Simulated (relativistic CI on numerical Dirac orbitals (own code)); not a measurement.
Computed by Dirac-Coulomb-Breit CI, orbitals from a KLI potential per configuration, a model potential for QED, unscaled Slater integrals (own radial code, finite nucleus).

Configurations in the expansion (outside the closed core [Ar] 3d10): 4s2.4p6.4d, 4s2.4p6.4f, 4s2.4p5.4d2, 4s.4p6.4d2, 4s2.4p5.4d.4f, 4s.4p6.4d.4f, 4s2.4p6.5s, 4s2.4p6.5p, 4s2.4p6.5d, 4p6.4d2.4f, 4s2.4p5.4d.5s, 4s2.4p6.5f, 4s2.4p5.4d.5p, 4s.4p6.4f.5s, 4s2.4p6.5g, 4s.4p6.4d.5s, 4s2.4p5.4d.5d, 4p6.4d3, 4p5.4d4, 4p5.4d3.4f, 4p6.4d.4f2, 4p6.4f3, 4p5.4d2.4f2, 4p5.4d.4f3, 4p6.4f2.5s, 4s.4p6.4f2, 4s.4p5.4f3, 4s.4p6.4f.5p, 4s.4p5.4f2.5p, 4p6.4f2.5p. Double excitations out of closed p, d and f shells are left out; levels of such configurations are missing from the list, as are those of other unlisted configurations, and high levels can miss mixing partners. These lack a partner that the ground configuration has and come out too high: 4s2.4p5.4d.5s, 4s2.4p5.4d.5p, 4s2.4p5.4d.5d, 4s2.4p6.5d, 4s2.4p6.5f.

At this charge energies of transitions that change n are usually good to better than 1 %, and those within a shell (Δn = 0) to a few per cent.

Outline of the computed level scheme of Re XXXIX. Lowest level of each configuration: 4s2.4p6.4d 2D_3/2 at 0.000 eV; 4s2.4p5.4d2 4D°_3/2 at 156.071 eV; 4s2.4p6.4f 2F°_5/2 at 228.469 eV.

Some strong electric-dipole decays among the lowest 45 levels: 4s2.4p5.4d2 2D°_3/2 → 4s2.4p6.4d 2D_3/2 (4.2e+12 s⁻¹); 4s2.4p5.4d2 2D°_5/2 → 4s2.4p6.4d 2D_5/2 (3.3e+12 s⁻¹); 4s2.4p5.4d2 2P°_1/2 → 4s2.4p6.4d 2D_3/2 (2.0e+12 s⁻¹); 4s2.4p5.4d2 2F°_5/2 → 4s2.4p6.4d 2D_3/2 (1.5e+12 s⁻¹); 4s2.4p5.4d2 2P°_1/2 → 4s2.4p6.4d 2D_3/2 (7.6e+11 s⁻¹); 4s2.4p5.4d2 2P°_3/2 → 4s2.4p6.4d 2D_5/2 (7.4e+11 s⁻¹); 4s2.4p5.4d2 2D°_5/2 → 4s2.4p6.4d 2D_3/2 (6.7e+11 s⁻¹); 4s2.4p6.4f 2F°_7/2 → 4s2.4p6.4d 2D_5/2 (6.5e+11 s⁻¹).

LS names give the leading component of a level, which can be under half, so a name can repeat, a term be missing and a line seem to break the LS rules.
